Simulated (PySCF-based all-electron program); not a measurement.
Forces on PbCl2, singlet in several shapes

Calculated with an in-house all-electron program built on PySCF, in large uncontracted Gaussian sets near the basis limit; Koelling–Harmon scalar relativity, no spin–orbit coupling, spin-restricted. Forces are good to about 0.012 eV/Å. Atoms are numbered as listed.

Shape A:

```xyz
3

Pb    0.0000    0.0000    0.0000
Cl    1.8510    0.0000    1.6005
Cl   -1.8510    0.0000    1.6005
```

PBE forces:

```json
{"atom": "Pb1", "Fx": "0.000", "Fy": "0.000", "Fz (eV/Å)": "-0.486"}
{"atom": "Cl2", "Fx": "0.338", "Fy": "0.000", "Fz (eV/Å)": "0.243"}
{"atom": "Cl3", "Fx": "-0.338", "Fy": "0.000", "Fz (eV/Å)": "0.243"}
```

What forces does PBE0 give in shape A?

The forces move by 0.316 eV/Å (r.m.s. over the atoms) from PBE.

| atom | Fx | Fy | Fz (eV/Å) |
| --- | --- | --- | --- |
| Pb1 | 0.000 | 0.000 | -0.127 |
| Cl2 | 0.107 | 0.000 | 0.064 |
| Cl3 | -0.107 | 0.000 | 0.064 |

Shape B:

```xyz
3

Pb    0.0000    0.0000    0.0000
Cl    1.6659    0.0000    1.4405
Cl   -1.6659    0.0000    1.4405
```

Against shape A, Pb1–Cl2 goes from 2.447 to 2.202 Å, Pb1–Cl3 goes from 2.447 to 2.202 Å.

PBE forces:

| atom | Fx | Fy | Fz (eV/Å) |
| --- | --- | --- | --- |
| Pb1 | 0.000 | 0.000 | -6.937 |
| Cl2 | 4.041 | 0.000 | 3.469 |
| Cl3 | -4.041 | 0.000 | 3.469 |

What forces does PBE0 give in shape B?

The forces move by 0.333 eV/Å (r.m.s. over the atoms) from PBE.

| atom | Fx | Fy | Fz (eV/Å) |
| --- | --- | --- | --- |
| Pb1 | 0.000 | 0.000 | -6.566 |
| Cl2 | 3.791 | 0.000 | 3.283 |
| Cl3 | -3.791 | 0.000 | 3.283 |
